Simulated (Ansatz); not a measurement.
Reaction (cleavage of the Sn–Si bond): `[SiH3][SiH2][SnH3]` + `OBO` → `OB[O][SnH3]` + `[SiH3][SiH3]`

Program: Ansatz. Geometries: PBE0-D4/def2-TZVP. ΔE: electronic, gas phase. CBS: MP2 limit from def2 TZ/QZ plus the TZ coupled-cluster correction, frozen cores. This one scheme is used for every species. DFT in def2-TZVPP. def2 core potentials past Kr. For Sn outer-core shells are correlated without core-valence functions, which leaves a few kJ/mol of doubt a bond. Each species was taken in one conformer, which may not be the lowest.

CCSD(T)/CBS gives +4.5 kJ/mol.

**Question.** Another level gave +3.6 kJ/mol. Which?
A. PBE0-D4/def2-TZVPP
B. SCS-MP2/def2-TZVPP
C. CCSD(T)/def2-TZVPP
D. r2SCAN-D4/def2-TZVPP

**Answer.** C. CCSD(T)/def2-TZVPP 3.6, PBE0-D4 20.3, SCS-MP2/def2-TZVPP -3.3, r2SCAN-D4 7.9 kJ/mol.

Largest T1 diagnostic among the species: 0.014.

In def2-TZVPP, CCSD(T) changes the Hartree–Fock value by +13.3 kJ/mol (the triples alone add +0.4 kJ/mol) and MP2 by +14.8 kJ/mol.
